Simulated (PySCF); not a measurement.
**Adding and removing an electron: BeH**

PBE0; basis Be def2-SVPD, H def2-SVPD; no relativity; PySCF 2.14. Neutral (UKS): doublet (σ ↑), Re = 1.352 Å, ωe = 2051 cm⁻¹, De = 2.45 eV, HOMO -5.71 eV, LUMO -1.52 eV.

BeH⁺ (UKS): singlet (closed shell), Re = 1.323 Å, ωe = 2205 cm⁻¹, De = 2.95 eV to Be⁺ + H. The energies at the minima are -15.20893 hartree for BeH and -14.89899 for BeH⁺.

Task: Work out the adiabatic ionisation energy, without and with harmonic zero-point energies (1 hartree = 27.2114 eV, 1 eV = 8065.5 cm⁻¹), and the change of the bond length.

Result: At PBE0: 0.30994 hartree = 8.434 eV between the minima; the zero-point term (2205.0 − 2051.0)/2 cm⁻¹ = +0.010 eV makes it 8.443 eV. Re changes by -2.9 pm against the neutral. The electron leaves a σ orbital, and the shorter bond of the ion fits an antibonding orbital, or a change in how ionic the bond is.

For an ion De counts to the pair picked by the measured ionisation energies or electron affinities, which need not be the lowest pair at this level. States were picked by a PBE0 search and need not be the measured ground states.
